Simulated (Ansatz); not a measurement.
Program: Ansatz. Geometries: PBE0-D4/def2-TZVP. ΔE: electronic, gas phase. CCSD(T)/CBS adds triple-zeta CCSD(T) − MP2 to the extrapolated MP2 energy (def2 sets, frozen cores). One conformer a species, not always the lowest.

Consider the substitution at a C–O bond: `OB([SiH3])OCF` + `OCS` → `FCOCS` + `OB(O)[SiH3]`.

| species | CCSD(T)/CBS(def2) energy (Eh) |
| --- | --- |
| `OB([SiH3])OCF` | -605.75208 |
| `OCS` | -513.38917 |
| `FCOCS` | -651.82834 |
| `OB(O)[SiH3]` | -467.31854 |

(1) Work out ΔE.

Largest T1 diagnostic among the species: 0.014.

Results:

(1) ΔE = (-651.82834) + (-467.31854) − (-605.75208) − (-513.38917) = -0.00563 Eh = -3.5 kcal/mol.
